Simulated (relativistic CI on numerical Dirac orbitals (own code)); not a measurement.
## Hyperfine structure of Bi14+, mass number 209

Method of calculation: Dirac-Coulomb-Breit CI, orbitals from a KLI potential per configuration, model QED (radiative potential, 1s self-energy scaled to tabulated hydrogen-like ionisation energies), unscaled Slater integrals (own radial code, finite nucleus).

Configurations in the expansion (outside the closed core [Kr] 4d10 4f14): 5s2.5p6.5d, 5s2.5p6.5f, 5s2.5p5.5d2, 5s2.5p6.6s, 5s2.5p6.6p, 5s2.5p6.5g, 5s.5p6.5d2, 5s2.5p5.5d.5f, 5s2.5p6.6d, 5s2.5p5.5d.5g, 5s.5p6.5d.5f, 5s2.5p6.7s, 5s2.5p5.5d.6s, 5p6.5d3, 5p5.5d4. Double excitations out of closed p, d and f shells are left out; levels of such configurations are missing from the list, as are those of other unlisted configurations, and high levels can miss mixing partners. Some configurations lack a partner that the ground configuration has and come out too high, among them 5s2.5p5.5d.5f, 5s2.5p5.5d.5g, 5s2.5p5.5d.6s.

Nuclear spin I = 9/2, μ = 4.092 μN, Q = -0.516 b (tables of Stone and Pyykkö). The electronic factors are computed for point nuclear moments, without core polarisation or the Bohr-Weisskopf and QED corrections.

| Level | E (cm⁻¹) | A (GHz) | B (GHz) |
| --- | --- | --- | --- |
| 5s2.5p6.5d 2D_3/2 | 0 | 5.529 | -2.23 |
| 5s2.5p6.5d 2D_5/2 | 36576 | 2.18 | -2.55 |
| 5s2.5p6.6s 2S_1/2 | 506101 | 171.5 |  |
| 5s2.5p5.5d2 4D°_1/2 | 545362 | -0.378 |  |
| 5s2.5p5.5d2 4D°_3/2 | 547405 | 6.891 | -6.75 |
| 5s2.5p5.5d2 4D°_7/2 | 587255 | 4.996 | 2.59 |
| 5s2.5p5.5d2 4G°_9/2 | 588302 | 6.558 | 14.6 |
| 5s2.5p5.5d2 4G°_11/2 | 599545 | 5.958 | 13.3 |

Levels with J = 0, under 50 % of one LS term, or S terms without an open s electron are left out. Small factors come from cancelling terms and can be off by tens of per cent or more.

At this charge transitions that keep the count of f electrons are usually good to a few per cent. Terms inside the open d or f shell come out 10 to 20 % too wide with unscaled integrals. Levels and lines within the n = 5 or 6 shells can be off by up to 10 % or somewhat more, and those that change n by about 2 %, since core polarisation is missing. Levels that differ in their count of f electrons can be misplaced by several ten thousand cm⁻¹, since the correlation energy of f electrons is missing or only estimated; rates across such gaps can be off by orders of magnitude.

**Question.** Give the hyperfine levels of 5s2.5p6.5d 2D_3/2 relative to its centre of gravity.

**Answer.** With K = F(F + 1) − I(I + 1) − J(J + 1), E = AK/2 + B[¾K(K + 1) − I(I + 1)J(J + 1)]/[2I(2I − 1)J(2J − 1)]: F = 3: -46.63, F = 4: -23.03, F = 5: 5.077, F = 6: 36.76 GHz.

LS names give the leading component of a level, which can be under half, so a name can repeat, a term be missing and a line seem to break the LS rules.
